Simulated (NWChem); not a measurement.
# TiHSF₃; SMILES [F][Ti]([F])([SH])[F]

```xyz
6

Ti     0.0281    -0.3602     0.0002
F     -0.8186    -0.9429     1.3905
F      1.6804    -0.8456     0.0071
F     -0.8062    -0.9444    -1.3970
S      0.0140     1.9132    -0.0006
H     -1.3423     1.9087    -0.0008
```
Atoms are numbered in this order, from 1.

Results from NWChem. Coordinates come from a PBE0/def2-SVP optimisation. Ions are spin-unrestricted doublets at the neutral geometry; other ion states weren't tried.

Q: Estimate the computed values for PBE/def2-SVP. Quantities: vertical ionisation energy, ΔSCF (eV); −ε(HOMO) (eV).

A: The vertical ionisation energy, ΔSCF (eV) comes out as 10.43 and the −ε(HOMO) (eV) is 6.88.
